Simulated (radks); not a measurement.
Coulomb parameter of the 3d shell of the copper ion Cu2+ in the model configuration [Ar] 3d7.5 4p1.5, as a second difference U = [E(n + 1) + E(n - 1) - 2 E(n)] / (1)^2 with all orbitals relaxed. "Bare": the charge of the atom changes with n. "Screened": the 4p shell takes up the change at fixed total charge, which measures U(3d,3d) + U(4p,4p) - 2 U(3d,4p). Method: Dirac Kohn-Sham, PBE, spin-unpolarised, spherical densities, point nucleus; open shells are shared between the two j in proportion to 2j + 1; computed with a radial shooting solver on a logarithmic mesh with Libxc functionals.

| case | configuration | E - E(n) (eV) |
|---|---|---|
| start | [Ar] 3d7.5 4p1.5 | 0.000 |
| bare +1 | [Ar] 3d8.5 4p1.5 | -33.105 |
| bare -1 | [Ar] 3d6.5 4p1.5 | 52.667 |
| screened +1 | [Ar] 3d8.5 4p0.5 | -20.110 |
| screened -1 | [Ar] 3d6.5 4p2.5 | 26.807 |

U(bare) = 19.563 eV, U(screened by 4p) = 6.698 eV.
